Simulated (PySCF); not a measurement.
BHFCl, SMILES FBCl. Atoms are numbered in the order given.

```xyz
4

B     -0.5310     0.5766     0.0000
H     -1.7035     0.7788     0.0000
F      0.3143     1.5787     0.0000
Cl     0.0900    -1.0512     0.0000
```
Charge 0, spin multiplicity 1.

Geometry optimised at PBE0-D3(BJ)/def2-TZVP.

Method: PySCF with B3LYP/pcJ-1.

Isotropic couplings with Fermi-contact, spin-dipole and both spin-orbit terms, one fixed conformer, no vibrational averaging. Isotopes: 11B, 19F, 1H.

Computed spin–spin coupling constants:
```
pair   bonds apart  J (Hz)
-----  -----------  ------
B1–H2            1   215.6
B1–F3            1  -180.5
H2–F3            2    88.2
```
